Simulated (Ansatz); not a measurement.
```yaml
crystal:
  periodic: [false, false, false]
  atoms:
    - {symbol: In, position_ang: [-0.008636, -0.030139, -2.413655]}
    - {symbol: C, position_ang: [-0.031391, -0.008906, -0.175778]}
    - {symbol: N, position_ang: [-0.299128, 1.050609, 0.628378]}
    - {symbol: C, position_ang: [-0.640988, 2.382855, 0.128893]}
    - {symbol: C, position_ang: [-0.187804, 0.682378, 1.958961]}
    - {symbol: C, position_ang: [0.167233, -0.645979, 1.972291]}
    - {symbol: N, position_ang: [0.261335, -1.045374, 0.649445]}
    - {symbol: C, position_ang: [0.630729, -2.379628, 0.175524]}
    - {symbol: H, position_ang: [-1.733792, 2.550879, 0.200343]}
    - {symbol: H, position_ang: [-0.112634, 3.145906, 0.730707]}
    - {symbol: H, position_ang: [-0.309697, 2.451684, -0.930496]}
    - {symbol: H, position_ang: [-0.355024, 1.386713, 2.779480]}
    - {symbol: H, position_ang: [0.369075, -1.324647, 2.806545]}
    - {symbol: H, position_ang: [0.979991, -2.289304, -0.876465]}
    - {symbol: H, position_ang: [1.449390, -2.777235, 0.804059]}
    - {symbol: H, position_ang: [-0.240334, -3.062051, 0.232063]}
    - {symbol: F, position_ang: [1.380004, -1.457285, -2.710390]}
    - {symbol: F, position_ang: [0.441397, 1.901968, -2.756139]}
    - {symbol: F, position_ang: [-1.759756, -0.532456, -3.203746]}
basis:
  gaussian: {orbitals: def2-mTZVP}
hamiltonian: {xc: {name: revPBE}, dispersion: d3bj}
scf: {omitted_lower_state_checks: [starts]}
```

```sh
$ ansatz run in.yaml --threads 4 --pin off --events-out ev --progress --plain --max-ram 6963MiB
```

Shortened log:

```
Functional definition: revPBE
2341 factors; their error is unknown
mean field evaluation 1: about -21604.9304 eV, gradient 1.0e2 eV
mean field evaluation 2: about -21540.1854 eV, gradient 2.2e2 eV
mean field evaluation 4: about -21624.2736 eV, gradient 1.2e1 eV
mean field evaluation 8: about -21624.6154 eV, gradient 2.3e-1 eV
mean field evaluation 16: about -21624.5520 eV, gradient 1.5e-3 eV
mean field -21624.55196861 eV, -794.6876271988 hartree, gradient 2.5e-5 eV, S^2 0.000000; 0 other end points of the search recorded, 0 dependent functions left out
reference -21624.55207446 eV, -794.6876310887 hartree; 50, 50 occupied and 200, 200 virtual orbitals, 2341 factors
Total energy: -21625.82209585 eV, -794.7343035137 hartree
Checks for a lower state left out: starts
```

Hardware: 4 threads of Arm Neoverse V2 on a shared host. Wall time 4.7 s.

In the def2 sets In takes a core potential; there is no spin–orbit coupling.
